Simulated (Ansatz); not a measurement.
Level of theory: frozen-core CCSD(T)/def2-TZVPP // r2SCAN-D4/def2-TZVP in Ansatz (an electronic-structure program).

Ansatz 0.2 input:
```yaml
crystal:
  periodic: [false, false, false]
  atoms:
    - { symbol: O, position_ang: [-0.491498, 1.778493, -0.634157] }
    - { symbol: Sn, position_ang: [0.000038, -0.000252, 0.000148] }
    - { symbol: O, position_ang: [1.905993, -0.391881, 0.148441] }
    - { symbol: O, position_ang: [-0.699835, -1.250208, -1.324904] }
    - { symbol: O, position_ang: [-0.715029, -0.136674, 1.810665] }
    - { symbol: H, position_ang: [-0.698679, 2.366277, 0.103094] }
    - { symbol: H, position_ang: [2.224642, -0.870331, -0.627134] }
    - { symbol: H, position_ang: [-1.396488, -0.842599, -1.854486] }
    - { symbol: H, position_ang: [-0.129144, -0.652826, 2.378336] }
basis:
  gaussian: { orbitals: def2-TZVPP }
correlation:
  method: ccsd_t
```

Output:

```
Functional definition: HF
1602 factors; integrals over basis functions are off by at most 5.3e-4 eV
mean field evaluation 1: about -14015.7116 eV, gradient 6.7e1 eV
mean field evaluation 2: about -14015.9273 eV, gradient 6.7e1 eV
mean field evaluation 4: about -14023.2663 eV, gradient 3.0e0 eV
mean field evaluation 8: about -14023.3256 eV, gradient 1.9e-1 eV
mean field evaluation 16: about -14019.7249 eV, gradient 4.7e1 eV
mean field -14023.32576449 eV, -515.3477164933 hartree, gradient 2.7e-6 eV, S^2 0.000000; 0 other end points of the search recorded, 0 dependent functions left out
8 core orbitals not correlated
reference -14023.32576449 eV, -515.3477164933 hartree; 21, 21 occupied and 201, 201 virtual orbitals, 1602 factors
second order -35.30375579 eV of doubles, -0.00000000 eV of singles
cycle   1  -34.13887545 eV  change     1.2e0 eV  update   1.4e-1
cycle   2  -34.95103215 eV  change   -8.1e-1 eV  update   4.3e-2
cycle   3  -35.14847742 eV  change   -2.0e-1 eV  update   2.2e-2
cycle   4  -35.12514040 eV  change    2.3e-2 eV  update   5.7e-3
cycle   5  -35.12058014 eV  change    4.6e-3 eV  update   2.6e-3
cycle   6  -35.12264803 eV  change   -2.1e-3 eV  update   9.0e-4
cycle   7  -35.12234439 eV  change    3.0e-4 eV  update   3.4e-4
cycle   8  -35.12215570 eV  change    1.9e-4 eV  update   9.6e-5
cycle   9  -35.12219401 eV  change   -3.8e-5 eV  update   4.0e-5
perturbative correction -1.25731603 eV, -0.0462055119 hartree
Total energy: -14059.70527453 eV, -516.6846388283 hartree
```

Cost: very roughly 13 core-minutes.
